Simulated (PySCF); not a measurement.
**Orbital picture of LiGe⁺**

UHF at R = 2.881 Å; basis Li jorge-DZP-DKH, Ge jorge-DZP-DKH; spin-free X2C with a Gaussian nucleus; PySCF 2.14. State: ³Π (triplet), unpaired electrons σ ↑, π ↑. Only the outer orbitals are listed, counted within each symmetry.

```json
{"spin": "α", "orbital": "1δ", "occ.": "1", "ε (eV)": "-48.74", "on Li (%)": "0", "main shells (%)": "100 Ge d"}
{"spin": "α", "orbital": "3π", "occ.": "1", "ε (eV)": "-48.70", "on Li (%)": "0", "main shells (%)": "100 Ge d"}
{"spin": "α", "orbital": "1δ", "occ.": "1", "ε (eV)": "-48.67", "on Li (%)": "0", "main shells (%)": "100 Ge d"}
{"spin": "α", "orbital": "3π", "occ.": "1", "ε (eV)": "-48.52", "on Li (%)": "0", "main shells (%)": "100 Ge d"}
{"spin": "α", "orbital": "7σ", "occ.": "1", "ε (eV)": "-48.51", "on Li (%)": "0", "main shells (%)": "100 Ge d"}
{"spin": "α", "orbital": "8σ", "occ.": "1", "ε (eV)": "-22.57", "on Li (%)": "7", "main shells (%)": "93 Ge s"}
{"spin": "α", "orbital": "9σ", "occ.": "1", "ε (eV)": "-13.44", "on Li (%)": "23", "main shells (%)": "76 Ge p, 13 Li s, 9 Li p"}
{"spin": "α", "orbital": "4π", "occ.": "1", "ε (eV)": "-12.70", "on Li (%)": "4", "main shells (%)": "96 Ge p"}
{"spin": "α", "orbital": "4π", "occ.": "0", "ε (eV)": "-5.13", "on Li (%)": "21", "main shells (%)": "79 Ge p, 18 Li p"}
{"spin": "α", "orbital": "10σ", "occ.": "0", "ε (eV)": "-4.20", "on Li (%)": "97", "main shells (%)": "82 Li s, 15 Li p"}
{"spin": "α", "orbital": "5π", "occ.": "0", "ε (eV)": "-2.80", "on Li (%)": "98", "main shells (%)": "98 Li p"}
{"spin": "β", "orbital": "1δ", "occ.": "1", "ε (eV)": "-48.68", "on Li (%)": "0", "main shells (%)": "100 Ge d"}
{"spin": "β", "orbital": "3π", "occ.": "1", "ε (eV)": "-48.61", "on Li (%)": "0", "main shells (%)": "100 Ge d"}
{"spin": "β", "orbital": "1δ", "occ.": "1", "ε (eV)": "-48.55", "on Li (%)": "0", "main shells (%)": "100 Ge d"}
{"spin": "β", "orbital": "3π", "occ.": "1", "ε (eV)": "-48.31", "on Li (%)": "0", "main shells (%)": "100 Ge d"}
{"spin": "β", "orbital": "7σ", "occ.": "1", "ε (eV)": "-48.31", "on Li (%)": "0", "main shells (%)": "100 Ge d"}
{"spin": "β", "orbital": "8σ", "occ.": "1", "ε (eV)": "-18.75", "on Li (%)": "4", "main shells (%)": "95 Ge s"}
{"spin": "β", "orbital": "9σ", "occ.": "0", "ε (eV)": "-4.65", "on Li (%)": "75", "main shells (%)": "73 Li s, 23 Ge p"}
{"spin": "β", "orbital": "4π", "occ.": "0", "ε (eV)": "-4.27", "on Li (%)": "30", "main shells (%)": "70 Ge p, 28 Li p"}
{"spin": "β", "orbital": "4π", "occ.": "0", "ε (eV)": "-3.55", "on Li (%)": "55", "main shells (%)": "53 Li p, 45 Ge p"}
```

Question: Which are the highest filled and the lowest empty level, where do they sit, and how wide is the gap?

Answer: Highest filled α 4π at -12.70 eV (in %: 96 Ge p); lowest empty α 4π at -5.13 eV (in %: 79 Ge p, 18 Li p); the gap at UHF is 7.57 eV. Both belong to one degenerate shell, split only by its one-sided filling, so this is no excitation gap.

```json
{
 "bond order (Mayer)": "0.59",
 "⟨S²⟩": "2.004",
 "charge on Li (Mulliken, basis-dependent)": "0.61",
 "charge on Li (Löwdin, basis-dependent)": "0.35",
 "dipole moment (positive dipole points towards Ge; it is taken about the centre of mass and depends on that origin)": "-9.49 D",
 "polarisability along the bond": "45.8 bohr³",
 "polarisability across the bond": "26.4 bohr³"
}
```

Spin–orbit coupling is left out. The state is the lowest determinant that a PBE0 search found; another state may lie lower at other levels.
